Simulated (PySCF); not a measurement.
## `C/C=C\[Si@H](NC)C(N)=O`: 4 charge schemes on one density

Species: C₅H₁₂N₂OSi.
Z-matrix (Å and degrees, GFN2-xTB geometry), rows numbered from 1:
```
C 
C   1  1.4898
C   2  1.3283  1  125.41
Si  3  1.8872  2  126.91  1     0.46
N   4  1.7123  3  110.85  2    57.43
C   5  1.4426  4  125.04  3    58.77
C   4  1.9177  3  112.04  2   -56.40
N   7  1.3519  4  116.50  3   -37.21
O   7  1.2180  4  122.30  3   144.64
H   1  1.0898  2  109.76  3  -118.13
H   1  1.0861  2  111.21  3     2.41
H   1  1.0902  2  110.17  3   123.78
H   2  1.0864  1  114.51  3   179.83
H   3  1.0837  2  117.21  1   179.80
H   4  1.4798  3  106.49  2  -173.70
H   5  1.0104  4  116.59  3  -149.44
H   6  1.0952  5  112.66  4    87.27
H   6  1.0917  5  110.13  4  -151.56
H   6  1.0881  5  108.64  4   -32.63
H   8  1.0094  7  119.97  4   179.89
H   8  1.0030  7  121.07  4     5.95
```

Density: PBE0/pcSseg-1 (PySCF); schemes: Mulliken, IAO, Hirshfeld and ESP-fitted. One conformer (not necessarily the lowest) at the GFN2-xTB geometry, without solvent, vibrations or thermal averaging.

Q: At which atom do the 4 schemes differ most?

A: At N8: from -0.761 (ESP-fitted) to -0.172 e (Hirshfeld), 0.589 e apart.

Q: For which atoms does the sign change between the 4 schemes (beyond +0.03 e in one, beyond −0.03 e in another)?

A: For none.

Q: What partial charge does each atom carry?

A: In e:

```
atom                          environment  Mulliken     IAO  Hirshfeld  ESP-fitted
  C1                       allylic carbon    -0.259  -0.428     -0.117      -0.227
  C2                     alkene CH carbon    -0.159  -0.084     -0.016      -0.038
  C3                     alkene CH carbon    -0.508  -0.486     -0.164      -0.378
 Si4                          SiH silicon    +0.958  +0.945     +0.371      +0.455
  N5               silicon-bound nitrogen    -0.713  -0.674     -0.237      -0.457
  C6                      N-methyl carbon    -0.087  -0.295     -0.068      -0.024
  C7                      carbonyl carbon    +0.147  +0.191     +0.083      +0.458
  N8  nitrogen bound to a carbonyl carbon    -0.384  -0.497     -0.172      -0.761
  O9                      carbonyl oxygen    -0.435  -0.494     -0.295      -0.513
 H10                      methyl hydrogen    +0.132  +0.157     +0.051      +0.100
 H11                      methyl hydrogen    +0.145  +0.155     +0.039      +0.055
 H12                      methyl hydrogen    +0.124  +0.151     +0.047      +0.097
 H13                     vinylic hydrogen    +0.103  +0.140     +0.045      +0.103
 H14                     vinylic hydrogen    +0.115  +0.149     +0.033      +0.139
 H15                        Si–H hydrogen    -0.092  -0.158     -0.094      -0.131
 H16                         N–H hydrogen    +0.204  +0.269     +0.112      +0.260
 H17                      methyl hydrogen    +0.102  +0.123     +0.033      +0.036
 H18                      methyl hydrogen    +0.113  +0.142     +0.043      +0.044
 H19                      methyl hydrogen    +0.108  +0.142     +0.040      +0.070
 H20                         N–H hydrogen    +0.184  +0.276     +0.137      +0.384
 H21                         N–H hydrogen    +0.202  +0.278     +0.129      +0.327
```

Mean size of the charges over all atoms: IAO 0.297 e, Mulliken 0.251 e, ESP-fitted 0.241 e, Hirshfeld 0.111 e. Each set sums to the total charge, 0, to within 0.001 e. The ESP scheme is a least-squares fit of atom-centred charges to the potential on four shells outside the van der Waals surface, with the total charge fixed. The IAO scheme projects the occupied orbitals on a minimal set of polarised atomic orbitals and counts the electrons in each atom's part of it.

Q: Sum the charges by element, for elements with more than one atom.

A: 
| element | atoms | Mulliken | IAO | Hirshfeld | ESP-fitted |
| --- | --- | --- | --- | --- | --- |
| C | 5 | -0.866 | -1.104 | -0.282 | -0.209 |
| N | 2 | -1.097 | -1.171 | -0.409 | -1.218 |
| H | 12 | +1.440 | +1.824 | +0.615 | +1.484 |

Q: How many electrons does the IAO scheme count on Si4?

A: Z − q = 14 − (+0.945) = 13.055.

Q: How closely do the schemes follow one another over all atoms?

A: Correlation coefficient and root-mean-square difference: Mulliken with IAO 0.98, 0.078 e; IAO with Hirshfeld 0.97, 0.228 e; Mulliken with Hirshfeld 0.96, 0.203 e; Hirshfeld with ESP-fitted 0.90, 0.195 e; IAO with ESP-fitted 0.88, 0.171 e; Mulliken with ESP-fitted 0.85, 0.180 e.
